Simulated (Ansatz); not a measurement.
Start from `O[SiH2][CH2][GaH2]` and change one element to get `BC[SiH2]O`.

Ansatz, PBE0-D4/def2-TZVP geometries, multiplicity 1. Each molecule was computed in one conformer, which needn't be the lowest.

Scalar relativity is left out up to krypton.

```csv
property,`O[SiH2][CH2][GaH2]`
HOMO energy (PBE0/def2-TZVPP) / eV,-7.46
LUMO energy (ωB97M-V/def2-TZVPP) / eV,0.92
LUMO energy (PBE/def2-TZVPP) / eV,-1.50
LUMO energy (PBE0/def2-TZVPP) / eV,-0.67
size of the dipole moment (B3LYP/def2-TZVPP) / D,2.10
HOMO energy (PBE/def2-TZVPP) / eV,-6.32
```

Q: What does the change do to each property? (An estimate is asked.)

A: Ansatz gave: 
| property | `BC[SiH2]O` | shift |
| --- | --- | --- |
| HOMO energy (PBE0/def2-TZVPP) / eV | -8.55 | -1.09 |
| LUMO energy (ωB97M-V/def2-TZVPP) / eV | 0.46 | -0.46 |
| LUMO energy (PBE/def2-TZVPP) / eV | -2.39 | -0.89 |
| LUMO energy (PBE0/def2-TZVPP) / eV | -1.43 | -0.76 |
| size of the dipole moment (B3LYP/def2-TZVPP) / D | 1.75 | -0.35 |
| HOMO energy (PBE/def2-TZVPP) / eV | -7.16 | -0.84 |

With PBE0 the HOMO falls by 1.09 eV and the LUMO falls by 0.76 eV, so the gap widens by about 0.33 eV. PBE moves the HOMO by -0.84 eV and ωB97M-V by -1.20 eV. Dipoles are sizes alone; their direction can turn.

B3LYP here is the variant with VWN-RPA as its local correlation; programs differ in this.
